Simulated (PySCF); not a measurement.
B(F)(Cl)(vinyl) (C2H3BClF), SMILES C=CB(F)Cl. Geometry: ωB97X-D3(BJ)/def2-SVP. The values are those of a single conformer.

Question: Give the equilibrium geometry at ωB97X-D3(BJ)/def2-SVP (PySCF confirms it by a frequency run) as bond lengths and angles, and its point group. (An estimate is asked for; the answer gives what the named calculation found.)

Answer: Several could match; the one computed here: point group Cs.
Atoms: B1 F2 Cl3 C4 C5 H6 H7 H8. Bonded distances (Å): B1–F2 1.326, B1–Cl3 1.764, B1–C4 1.552, C4–C5 1.340, C4–H6 1.097, C5–H7 1.096, C5–H8 1.096. Bond angles (°): F2–B1–Cl3 116.9, F2–B1–C4 120.7, Cl3–B1–C4 122.4, B1–C4–C5 122.8, B1–C4–H6 118.1, C5–C4–H6 119.0, C4–C5–H7 122.2, C4–C5–H8 121.0, H7–C5–H8 116.8.
Charge 0, spin multiplicity 1.
